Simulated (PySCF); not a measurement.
C₅H₆F₂O.
Z-matrix (Å and degrees, PBE0-D3(BJ)/def2-SVP geometry), rows numbered from 1:
```
F 
C   1  1.3305
F   2  1.3457  1  108.06
O   2  1.3638  1  106.95  3   119.09
C   4  1.3713  2  114.21  1   169.68
C   5  1.4892  4  129.02  2  -102.03
C   5  1.4600  4  129.06  2   176.17
C   5  1.4863  4  129.10  2    94.21
H   2  1.1056  1  110.21  3  -118.03
H   6  1.0959  5  115.46  7   105.66
H   6  1.1002  5  120.58  7  -109.19
H   7  1.0882  5  130.27  6  -118.41
H   8  1.0953  5  115.21  7  -106.18
H   8  1.0999  5  120.47  7   109.25
```

A calculation gives these core lines: C 1s: 291.13 (area 1), 291.38 (area 2), 292.60 (area 1), 297.22 (area 1) eV; O 1s: 539.75 eV; F 1s: 693.68 eV.

Computed, not measured: delta-SCF UKS SCAN, pcX-2 on the ionised atom, pcseg-1 elsewhere, spin-free X2C (PySCF). The structure is a single PBE0-D3(BJ)/def2-SVP conformer in the gas phase; no vibrational or solvent corrections.

Assign the C 1s lines to atoms.

291.13 eV: C7 (sp3 carbon at a ring junction); 291.38 eV: C6/C8 (three-membered-ring carbon); 292.60 eV: C5 (sp3 carbon bound to oxygen); 297.22 eV: C2 (CHF2 carbon). Lowest listed C 1s: C7, bonded to 3 C and H. Highest, 6.09 eV above it: C2, bonded to 2 F, O and H. Summing the Pauling electronegativity differences to the bonded atoms, each weighted by its formal bond order, gives -0.35 for the lowest site and +3.40 for the highest; no listed site has a larger sum than the highest. The smallest sum, -0.70, belongs to C6/C8, 0.25 eV above the lowest.

Bonded neighbours of each site: F1/F3: C; C2: 2 F, O and H; O4: 2 C; C5: O and 3 C; C6/C8: 2 C and 2 H; C7: 3 C and H.

Which photon energy gives electrons from C 1s of C5 a kinetic energy of 100 eV, and what is their de Broglie wavelength?

hν = 292.60 + 100 = 392.60 eV, recoil neglected; λ = 12.264 Å/√(E/eV) = 1.23 Å.

One atom of each set of topologically equivalent atoms was ionised and stands for the set; in this conformer not all members are related by symmetry, and their own values weren't computed.

The run took 1.7 min wall on one thread, x86-64 server, no GPU, shared host.
